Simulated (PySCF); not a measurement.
**Ar(2+) (argon, charge +2) across methods**

[Ne] 3s1 3p5, high-spin 3P determinant (an excited configuration). Computed with PySCF 2.14 in def2-TZVPPD (6s6p4d1f, 51 functions), with no relativity, point nucleus.

| method | E (hartree) | mean ε 3s α (eV) | mean ε 3p α (eV) | mean ε 3p β (eV) | Σ⟨r²⟩ (bohr²) | ⟨S²⟩ |
| --- | --- | --- | --- | --- | --- | --- |
| r2SCAN0 | -525.3368 | -56.501 | -39.618 | -35.962 | 16.02 | 2.003 |
| M06 | -525.3645 | -55.077 | -38.813 | -35.921 | 15.93 | 2.002 |
| PBE | -525.1987 | -52.093 | -37.042 | -34.559 | 16.00 | 2.002 |
| UHF | -524.67196 | -64.594 | -44.390 | -38.509 | 16.22 | 2.006 |
| r2SCANh | -525.3462 | -54.790 | -38.522 | -35.202 | 16.01 | 2.003 |
| LDA | -523.7791 | -51.873 | -37.005 | -34.612 | 16.03 | 2.001 |
| r2SCAN | -525.3526 | -53.650 | -37.792 | -34.695 | 16.00 | 2.003 |
| MN15 | -525.3373 | -54.728 | -39.686 | -37.175 | 15.84 | 2.001 |
| PBE0 | -525.2183 | -55.453 | -39.108 | -35.907 | 16.01 | 2.002 |
